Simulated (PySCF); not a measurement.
Acid–base and redox partners of N=C=O. Isolated molecules, 0 K electronic values unless said otherwise. One relaxed conformer stands for each flexible species; it need not be the lowest. Strings in code marks are SMILES.

The LUMO from two functionals at the same geometries (M06-2X/def2-TZVP), both in PySCF: PBE-D3(BJ)/def2-TZVP and B3LYP-D3(BJ)/def2-TZVP. B3LYP has the VWN-RPA correlation part, as in Gaussian. 

| species | PBE-D3(BJ)/def2-TZVP (eV) | B3LYP-D3(BJ)/def2-TZVP (eV) |
|---|---|---|
| neutral parent (`N=C=O`) | -0.85 | -0.11 |
| proton added at N1 (`[NH2+]=C=O`) | -9.70 | -8.78 |
| proton added at O3 (`C(=N)=[OH+]` (not the most basic site)) | -8.02 | -7.12 |

Over these rows, drawn at random from the members with no instability flagged (it was tested for open shells, ions and some series alone), PBE minus B3LYP-D3(BJ): mean -0.85 eV, from -0.91 eV to -0.74 eV.
